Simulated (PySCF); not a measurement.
Spectrum to structure. Theory: TDDFT PBE0/def2-SVPD, vertical, gas phase, core orbitals frozen in the response in PySCF. Geometries: GFN2-xTB, one conformer each.

| state | ν̃ (cm⁻¹) | f | main configurations (H = HOMO, L = LUMO) |
| --- | --- | --- | --- |
| S1 | 23690 | 0.0021 | H→L (99%) |
| S2 | 28730 | 0.0000 | H-1→L (95%) |
| S3 | 30690 | 0.0000 | H→L+1 (96%) |
| S4 | 35690 | 0.0050 | H-1→L+1 (99%) |
| S5 | 44430 | 0.082 | H-2→L (52%), H-3→L (25%), H-2→L+1 (17%) |
| S6 | 46540 | 0.113 | H-2→L (39%), H-3→L (31%), H-2→L+1 (25%) |
| S7 | 49940 | 0.0000 | H-4→L (95%) |
| S8 | 53440 | 0.041 | H→L+2 (83%), H-2→L+1 (9%) |

Problem. Which candidate is it?
A. `Cc1nnncc1C#N`
B. `C#CC1=NN(C)N=C1`
C. `C#CCn1ccnn1`

Solution. A. Its S1, at 2.94 eV, is the lowest among the candidates; the nearest of the others has S1 at 5.66 eV. S1 is HOMO→LUMO (99%). Löwdin shares by element: HOMO nitrogen 87% or more, carbon 5% or more; LUMO nitrogen 34% or more, carbon 28% or more (atoms not listed hold the other 39%). At the same level the other candidates give, for their lowest levels:
- `C#Cc1cnn(C)n1`: 5.66 eV (f 0.303); 5.81 eV (f 0.000); 6.16 eV (f 0.000); 6.19 eV (f 0.000); 6.27 eV (f 0.028); T1 4.07 eV; HOMO -7.18, LUMO -0.75 eV
- `C#CCn1ccnn1`: 5.67 eV (f 0.004); 6.54 eV (f 0.007); 6.59 eV (f 0.065); 6.89 eV (f 0.028); 6.96 eV (f 0.005); T1 4.69 eV; HOMO -7.66, LUMO -0.33 eV
Triplets come from the Tamm–Dancoff approximation.
